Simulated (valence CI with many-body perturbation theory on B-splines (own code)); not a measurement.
S III: electric-dipole lines

Calculated by relativistic CI+MBPT: four valence electrons over a frozen Dirac-Fock core [Ne], a basis of 11 s, 11 p, 10 d, 8 f, 5 g, 2 h functions for each j, with the one-electron correlation potential Σ1, the two-electron term Σ2, the three-electron term Σ3, Breit, model QED; selected CI, second order for the rest, scaled by the run's own slope (own B-spline code, finite nucleus).

Against 54 measured levels this calculation errs by 72 cm⁻¹ on average and by 255 at most. These come from a selection out of NIST levels in Podobedova, Kelleher and Wiese, J. Phys. Chem. Ref. Data 38, 171 (2009). Levels without a partner in it may be off by more. Among the levels kept, up to 1700 cm⁻¹ of a level comes from second order outside the variational space, and about a tenth of that is noise between levels of different J, which matters for small intervals. 2 measured levels below the end of the list, from 164141 cm⁻¹ on, found no clear computed partner, and computed levels of the same name lie up to 1873 cm⁻¹ from them.

Lines 1 to 50 of 502 in falling wavelength, among levels below 249136 cm⁻¹, chosen from the strongest by gf and those to the six lowest levels. Wavelengths and rates use the calculated energies, so an error of 70 cm⁻¹ moves a line at 38680 Å by 2.7 % and its rate by three times that or more. Electric multipoles are in the length gauge, E1 and E2 with the static RPA response of the core. Weak lines are less certain than strong ones. Lines between different terms over intervals too small for the method are left out, as are lines whose strength nearly cancels. Where a level lies close to another of its J and parity, the split of strength between their lines is uncertain. The highest levels of a list are the least certain.

Names give the largest LS component (configuration and term), which can be under half, so a name can repeat, a term be missing and a line seem to break the LS rules; names also repeat where a configuration has a term twice. Letters in brackets count levels of one name in rising energy.

```csv
λ vac (Å),Upper,Lower,A (s⁻¹),log gf,Branch %
38680,3s²3p5g ³G°_5 [b],3s²3p5f ³F_4,2.65e+05,-0.19,0.1
33220,3s3p²3d ¹P_1,3s²3p6s ¹P°_1,6.71e+05,-0.48,0.0
30410,3s²3p5f ¹D_2,3s²3p6s ¹P°_1,1.02e+06,-0.15,0.1
27160,3s²3p6p ¹P_1,3s²3p6s ¹P°_1,1.66e+06,-0.26,0.0
26370,3s²3p5f ¹D_2,3s²3p5d ¹P°_1,9.39e+05,-0.31,0.1
25380,3s²3p6p ¹D_2 [a],3s²3p5d ¹P°_1,1.68e+06,-0.09,0.1
25320,3s²3p5f ³F_4,3s²3p5d ³D°_3,2.10e+06,0.26,0.3
25300,3s²3p5f ³F_3,3s²3p5d ³D°_2 [b],1.23e+06,-0.08,0.2
24760,3s²3p5f ³F_4,3s²3p5d ³F°_4,3.91e+05,-0.49,0.1
24080,3s²3p5f ¹G_4,3s²3p5d ¹F°_3,4.19e+06,0.52,0.7
23400,3s²3p5f ³F_2,3s²3p5d ³D°_1,4.29e+06,0.25,0.7
22780,3s²3p6p ¹D_2 [a],3s²3p5d ¹F°_3,2.79e+06,0.04,0.1
22320,3s²3p6p ³D_2,3s²3p6s ¹P°_1,8.83e+05,-0.48,0.1
21900,3s²3p5f ¹F_3,3s²3p5d ³P°_2,1.54e+06,-0.11,0.1
21750,3s²3p5f ³F_3,3s²3p5d ³D°_2 [a],3.66e+06,0.26,0.6
21610,3s²3p6p ³S_1,3s²3p6s ¹P°_1,4.63e+06,-0.01,0.4
21250,3s²3p5f ³F_4,3s²3p5d ³F°_3,3.23e+06,0.29,0.5
21210,3s²3p6p ¹D_2 [a],3s²3p6s ³P°_1,3.11e+06,0.02,0.1
20790,3s²3p5f ³D_2,3s²3p5d ³P°_1,4.08e+06,0.12,0.2
20190,3s²3p5f ³G_4,3s²3p5d ¹F°_3,2.81e+06,0.19,0.2
20190,3s²3p5f ³D_1,3s²3p5d ³P°_0,3.82e+06,-0.15,0.2
20160,3s²3p6p ¹P_1,3s²3p6s ³P°_1,3.91e+06,-0.15,0.1
20070,3s²3p5f ³D_2,3s²3p5d ³P°_2,1.78e+06,-0.27,0.1
20070,3s²3p6p ³D_2,3s²3p5d ¹P°_1,2.18e+06,-0.18,0.3
19850,3s²3p5f ³D_1,3s²3p5d ³P°_1,3.57e+06,-0.20,0.2
19680,3s²3p5f ³D_3,3s²3p5d ³P°_2,5.16e+06,0.32,0.2
18710,3s²3p6p ³D_3,3s²3p6s ³P°_2,1.14e+07,0.62,3.1
18400,3s²3p6p ³P_1,3s²3p6s ³P°_2,1.12e+07,0.23,1.1
18120,3s²3p6p ³D_1,3s²3p6s ³P°_0,1.15e+07,0.23,1.8
17900,3s²3p6p ³P_2,3s²3p6s ³P°_2,1.32e+07,0.50,6.8
17410,3s²3p6p ³P_0,3s²3p6s ³P°_1,1.30e+07,-0.23,7.8
17370,3s²3p6p ³D_2,3s²3p6s ³P°_1,7.37e+06,0.22,0.9
16930,3s²3p6p ³S_1,3s²3p6s ³P°_1,5.33e+06,-0.16,0.5
16860,3s²3p5f ¹G_4,3s²3p5d ³D°_3,1.61e+06,-0.21,0.3
16690,3s²3p5f ¹F_3,3s²3p5d ³D°_2 [a],2.05e+06,-0.22,0.1
15840,3s²3p5f ¹F_3,3s²3p5d ³F°_2,8.67e+06,0.36,0.3
15630,3s3p²4p ³P°_2,3s²3p6p ³S_1,2.24e+06,-0.39,0.7
15250,3s²3p5f ³G_3,3s²3p5d ³D°_2 [b],9.28e+06,0.36,0.5
14980,3s²3p4f ¹G_4,3s²3p4d ¹F°_3,5.83e+06,0.25,0.7
14960,3s²3p5f ¹G_4,3s²3p5d ³F°_3,3.78e+06,0.06,0.6
14860,3s²3p5f ³G_4,3s²3p5d ³D°_3,5.65e+06,0.23,0.4
14830,3s²3p6p ³S_1,3s²3p5d ³P°_2,7.40e+06,-0.14,0.6
14760,3s²3p4f ¹D_2,3s²3p4d ¹P°_1,5.61e+06,-0.04,0.4
14660,3s²3p5f ³G_4,3s²3p5d ³F°_4,1.41e+06,-0.39,0.1
14640,3s²3p5f ³D_3,3s²3p5d ³F°_2,5.93e+06,0.13,0.2
14550,3s3p²3d ¹P_1,3s²3p5d ³F°_2,4.78e+06,-0.34,0.1
14480,3s²3p6p ³P_1,3s²3p5d ³P°_0,4.18e+06,-0.40,0.4
14440,3s²3p6p ¹D_2 [a],3s²3p5d ³F°_3,3.03e+06,-0.32,0.1
14310,3s²3p6p ³P_1,3s²3p5d ³P°_1,9.27e+06,-0.07,0.9
14240,3s²3p5f ³G_5,3s²3p5d ³F°_4,2.70e+07,0.96,1.5
```

Task: How does gf follow from A for the line at 30410 Å?

Result: gf = 1.4992 × (2J+1)_upper × A / σ², with σ = 3289 cm⁻¹ and 2J+1 = 5: gf = 0.709.
